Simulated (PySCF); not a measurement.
C4H4F2. Atoms are numbered in the order given.

```xyz
10

F     -1.7352    -0.2473    -0.8774
C     -0.6911     0.3688    -0.2175
C     -0.6361     0.2318     1.2875
C      0.6361    -0.2318     1.2875
C      0.6911    -0.3688    -0.2175
F      1.7352     0.2473    -0.8774
H     -0.5900     1.4104    -0.5959
H     -1.3767     0.4469     2.0723
H      1.3767    -0.4469     2.0723
H      0.5900    -1.4104    -0.5959
```
Charge 0, spin multiplicity 1.

The structure is a stationary point at PBE-D3(BJ)/def2-SVP.

Computed with PBE/pcSseg-1 in PySCF.

GIAO shieldings, no solvent; atoms alike by connectivity are averaged. δ = σ(ref) − σ: ¹⁹F against CFCl3 (σ = 133.6 ppm); ¹³C against TMS (σ = 182.0 ppm); ¹H against TMS (σ = 31.49 ppm), references at their B3LYP-D3(BJ)/def2-TZVP geometries, non-relativistic.

```json
[
 {"atoms": "F1, F6", "nucleus": "¹⁹F", "count": "2", "δ (ppm)": "-201.9"},
 {"atoms": "C3, C4", "nucleus": "¹³C", "count": "2", "δ (ppm)": "149.1"},
 {"atoms": "C2, C5", "nucleus": "¹³C", "count": "2", "δ (ppm)": "101.0"},
 {"atoms": "H8, H9", "nucleus": "¹H", "count": "2", "δ (ppm)": "?"},
 {"atoms": "H7, H10", "nucleus": "¹H", "count": "2", "δ (ppm)": "?"}
]
```

**Question.** Complete the blanks. (An estimate is asked for; the answer gives what the named calculation found.)

**Answer.** 
- H8, H9, δ (ppm): 7.03
- H7, H10, δ (ppm): 5.76
